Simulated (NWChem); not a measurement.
System: GaBrClF; SMILES [F][Ga]([Cl])[Br]

The following NWChem deck was run.

```
start job
memory heap 200 mb stack 900 mb global 1100 mb
geometry units angstroms noautosym nocenter noautoz
  Ga    -0.328405     0.467718     0.000000
  F     -2.030858     0.815965     0.000000
  Cl     1.001177     2.115370     0.000000
  Br     0.343879    -1.679404     0.000000
end
basis spherical
  * library def2-svpd
end
dft
  xc xpbe96 cpbe96
  iterations 150
end
property
  response 1 0.0
end
task dft property
```

All runs use the structure optimised with PBE0/def2-SVP.

Static field.

Predict the main results of this run. (PBE/def2-SVPD.) Quantities: isotropic polarisability (bohr³); anisotropy (bohr³).


```json
{
  "isotropic polarisability (bohr³)": "63.9",
  "anisotropy (bohr³)": "30.4"
}
```
